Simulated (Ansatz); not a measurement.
Input for Ansatz (a quantum-chemistry and plane-wave program): R-B3LYP/def2-TZVPP on BH3 (SMILES B), atoms moved off the minimum.

Ansatz 0.2 input:
```yaml
crystal:
  periodic: [false, false, false]
  atoms:
    - {symbol: B, position_ang: [-0.00763767, -0.05496888, 0.01631028]}
    - {symbol: H, position_ang: [-1.13373115, -0.12057787, -0.35476897]}
    - {symbol: H, position_ang: [0.46637105, -0.56239786, 0.99959484]}
    - {symbol: H, position_ang: [0.71609927, 0.69173301, -0.61896843]}
basis:
  gaussian:
    orbitals: def2-TZVPP
hamiltonian:
  xc: {name: B3LYP}
scf: {lower_state_search: off}
output: {forces: true}
```

The head of its log:

```
WARN ansatz: RAYON_NUM_THREADS=1 ignored (pool sized by the plan → 1); use --threads N
Functional definition: B3LYP
these checks for a lower state are left out or cut short: stability, starts, cluster_reference, orbital_swaps, neighbouring_geometries, increment
integrals: 0.01 GiB planned
346 factors; their error is unknown
mean field: 0.12 GiB planned
mean field evaluation 1: about -723.5409 eV, gradient 1.6e1 eV
mean field evaluation 2: about -724.0831 eV, gradient 1.0e1 eV
```

Problem. Give the final energy of this run.

Solution. -26.6229 hartree.
